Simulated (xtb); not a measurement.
Te(OH)(SiH3) (H4OSiTe), SMILES O[Te][SiH3]. All values are semi-empirical tight-binding results from xtb (GFN2-xTB unless named), good for trends rather than for accurate numbers. Geometry optimised at GFN2-xTB. One conformer was computed; it need not be the lowest.

| Item | Result |
|---|---|
| orbital gap | 3.24 eV |
| zero-point energy | 22.8 kcal/mol |
| G − E(el) at 298.15 K (modified RRHO) | 3.0 kcal/mol |
| static polarisability (D4 model) | 75.4 bohr³ |
| solvation energy, GFN2-xTB/ALPB(water) | -5.2 kcal/mol |
| solvation energy, GFN2-xTB/ALPB(chcl3) | -5.6 kcal/mol |
